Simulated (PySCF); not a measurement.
Species: p-toluenethiol, C₇H₈S.
Atom-mapped SMILES: `[CH3:1][c:2]1[cH:3][cH:4][c:5]([SH:6])[cH:7][cH:8]1` (hydrogens: H9, H10, H11 on C1; H12 on C3; H13 on C4; H14 on S6; H15 on C7; H16 on C8)

The same species was optimised twice, with GFN2-xTB and with PBE0-D3(BJ)/def2-SVP (PySCF), and the same property calculations (PySCF, gas phase) were run on both structures.

| coordinate | GFN2-xTB | PBE0-D3(BJ)/def2-SVP | change |
| --- | --- | --- | --- |
| C4–C5 (Å) | 1.387 | 1.399 | +0.012 |
| C5–C7 (Å) | 1.389 | 1.400 | +0.011 |
| C7–C8 (Å) | 1.381 | 1.391 | +0.010 |
| C2–C3 (Å) | 1.389 | 1.399 | +0.010 |
| C3–C4 (Å) | 1.383 | 1.392 | +0.009 |
| C2–C8 (Å) | 1.390 | 1.400 | +0.010 |
| C5–S6 (Å) | 1.770 | 1.767 | -0.003 |
| C1–C2 (Å) | 1.498 | 1.501 | +0.003 |
| C4–C5–S6 (°) | 121.9 | 123.3 | +1.4 |
| C4–C5–C7 (°) | 119.8 | 118.7 | -1.1 |
| C3–C2–C8 (°) | 118.3 | 117.4 | -0.9 |
| C3–C4–C5 (°) | 119.7 | 120.2 | +0.5 |
| C2–C8–C7 (°) | 121.0 | 121.6 | +0.6 |
| C2–C3–C4 (°) | 121.2 | 121.7 | +0.5 |
| C5–C7–C8 (°) | 119.9 | 120.4 | +0.5 |
| C1–C2–C8 (°) | 120.8 | 121.2 | +0.4 |

Rotational constants: A = 5493, B = 986.6, C = 840.7 MHz (GFN2-xTB) against A = 5450, B = 971.8, C = 829.1 MHz (PBE0-D3(BJ)/def2-SVP).

On the GFN2-xTB structure: lowest singlet, TDDFT (eV) 4.92 [CAM-B3LYP/def2-SVPD]; lowest triplet, Tamm–Dancoff (eV) 3.84 [CAM-B3LYP/def2-SVPD]; isotropic polarisability (au) 102.6 [CAM-B3LYP/def2-SVPD]; HOMO (eV) -7.38 [CAM-B3LYP/def2-SVPD]; LUMO (eV) 0.64 [CAM-B3LYP/def2-SVPD]; dipole (D) 1.56 [CAM-B3LYP/def2-SVPD]; HOMO (eV) -6.19 [PBE0/pcSseg-1]; LUMO (eV) -0.33 [PBE0/pcSseg-1]; dipole (D) 1.57 [PBE0/pcSseg-1]; GIAO shielding of C1 (ppm) 163.5 [PBE0/pcSseg-1]; GIAO shielding of C2 (ppm) 48.5 [PBE0/pcSseg-1]; GIAO shielding of C3/C8 (mean) (ppm) 51.9 [PBE0/pcSseg-1]; GIAO shielding of C4/C7 (mean) (ppm) 56.0 [PBE0/pcSseg-1]; GIAO shielding of C5 (ppm) 47.7 [PBE0/pcSseg-1]; GIAO shielding of S6 (ppm) 507.9 [PBE0/pcSseg-1].

Problem. What do these properties become on the PBE0-D3(BJ)/def2-SVP structure?

Solution. 
```csv
property,level,on GFN2-xTB,on PBE0-D3(BJ)/def2-SVP,change
"lowest singlet, TDDFT (eV)",CAM-B3LYP/def2-SVPD,4.92,4.88,-0.04
"lowest triplet, Tamm–Dancoff (eV)",CAM-B3LYP/def2-SVPD,3.84,3.76,-0.08
isotropic polarisability (au),CAM-B3LYP/def2-SVPD,102.6,104.5,+1.9
HOMO (eV),CAM-B3LYP/def2-SVPD,-7.38,-7.38,0.00
LUMO (eV),CAM-B3LYP/def2-SVPD,0.64,0.61,-0.03
dipole (D),CAM-B3LYP/def2-SVPD,1.56,1.51,-0.05
"energy, GFN2-xTB geometry as zero (kcal/mol)",CAM-B3LYP/def2-SVPD,0.0,-0.7,-0.7
HOMO (eV),PBE0/pcSseg-1,-6.19,-6.20,-0.01
LUMO (eV),PBE0/pcSseg-1,-0.33,-0.35,-0.02
dipole (D),PBE0/pcSseg-1,1.57,1.51,-0.06
"energy, GFN2-xTB geometry as zero (kcal/mol)",PBE0/pcSseg-1,0.0,-0.4,-0.4
GIAO shielding of C1 (ppm),PBE0/pcSseg-1,163.5,161.9,-1.6
GIAO shielding of C2 (ppm),PBE0/pcSseg-1,48.5,46.7,-1.8
GIAO shielding of C3/C8 (mean) (ppm),PBE0/pcSseg-1,51.9,49.3,-2.6
GIAO shielding of C4/C7 (mean) (ppm),PBE0/pcSseg-1,56.0,53.6,-2.4
GIAO shielding of C5 (ppm),PBE0/pcSseg-1,47.7,45.4,-2.3
GIAO shielding of S6 (ppm),PBE0/pcSseg-1,507.9,502.8,-5.1
```

The heavy atoms differ by 0.017 Å rms after alignment. Among bonds between heavy atoms C4–C5 and C5–C7 change most and about equally (+0.011 to +0.012 Å). Changes are differences of the printed values. Neither structure is proved a minimum here.

Shape of the structure used: `[CH3:1][c:2]1[cH:3][cH:4][c:5]([SH:6])[cH:7][cH:8]1`: H–S6–C5–C4 0°.
